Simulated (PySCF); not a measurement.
Löwdin shares of the frontier orbitals

Species: C6H9FO.
Geometry (GFN2-xTB, Å), atoms numbered from 1 in this order:
```xyz
17
C6H9FO angstrom
F     -2.229    1.511   -0.180
C     -1.235    0.604   -0.470
C     -1.269   -0.589    0.495
C      0.137   -0.492    1.118
C      1.170   -0.944    0.064
C      1.194    0.285   -0.865
C      0.160    1.191   -0.169
O      0.349    0.903    1.200
H     -1.371    0.340   -1.522
H     -2.036   -0.419    1.250
H     -1.454   -1.537   -0.002
H      0.240   -0.951    2.098
H      0.862   -1.856   -0.443
H      2.140   -1.110    0.529
H      2.171    0.764   -0.865
H      0.916    0.054   -1.891
H      0.247    2.258   -0.357
```

Theory: TDDFT B3LYP/def2-SVPD, vertical, gas phase, core orbitals frozen in the response (PySCF 2.14.0, density-fitted response routines).

Kohn–Sham orbitals with the atoms that hold most of them (Löwdin shares over 4%, at most four atoms; ? is withheld):

| orbital | ε (eV) | atoms |
| --- | --- | --- |
| HOMO-3 | -9.38 | O8 28%, F1 20%, C2 12%, H9 8% |
| HOMO-2 | -9.14 | F1 19%, C3 16%, C4 14%, C2 11% |
| HOMO-1 | -8.73 | ? |
| HOMO | -7.49 | ? |
| LUMO | ? | C5 12%, C6 10%, H13 9%, C3 8% |
| LUMO+1 | 0.86 | H9 14%, C2 13%, H12 8%, H14 8% |
| LUMO+2 | 1.01 | H15 15%, C6 13%, H11 10%, C3 9% |

Which atoms hold the HOMO-1, and with what shares?

C7 (bonded to 2 C, O and H) 14%; F1 (bonded to C) 13%; C5 (bonded to 2 C and 2 H) 12%; C2 (bonded to 2 C, F and H) 11%. By element: carbon 36% or more, fluorine 13%.

Give the leading atoms of the HOMO.

O8 (bonded to 2 C) 58%; C7 (bonded to 2 C, O and H) 7%; C2 (bonded to 2 C, F and H) 6%; C6 (bonded to 2 C and 2 H) 6%. By element: oxygen 58%, carbon 19% or more.

What is the LUMO energy, and the HOMO–LUMO gap?

ε(LUMO) = 0.27 eV; the gap is 7.76 eV (0.2853 hartree).

The HOMO–LUMO gap is 7.76 eV. Where does the response calculation put the lowest singlet, and from which orbitals?

S1 is at 6.87 eV (f = 0.0080), 0.89 eV below the gap, made of HOMO→LUMO (99%). Without the coupling terms of the response equations the lowest excitation would equal the gap.

Give energy, strength and leading configuration of S1, S2, S5 and S8, and follow the Löwdin shares of the leading atoms from the occupied to the empty orbital.

- S1 (6.87 eV, f 0.0080), HOMO→LUMO (99%): O8 58% → at most 9%, C7 7% → at most 9%, C5 at most 7% → 12%, C6 6% → 10%
- S2 (7.42 eV, f 0.0029), HOMO→LUMO+1 (96%): O8 58% → at most 8%, C7 7% → at most 8%, H9 at most 7% → 14%, C2 6% → 13%
- S5 (8.10 eV, f 0.0034), HOMO-1→LUMO (97%): C7 14% → at most 9%, F1 13% → at most 9%, C5 12% → 12%, C6 at most 11% → 10%
- S8 (8.51 eV, f 0.0021), HOMO-2→LUMO (95%): F1 19% → at most 9%, C3 16% → 8%, C5 at most 12% → 12%, C6 at most 12% → 10%
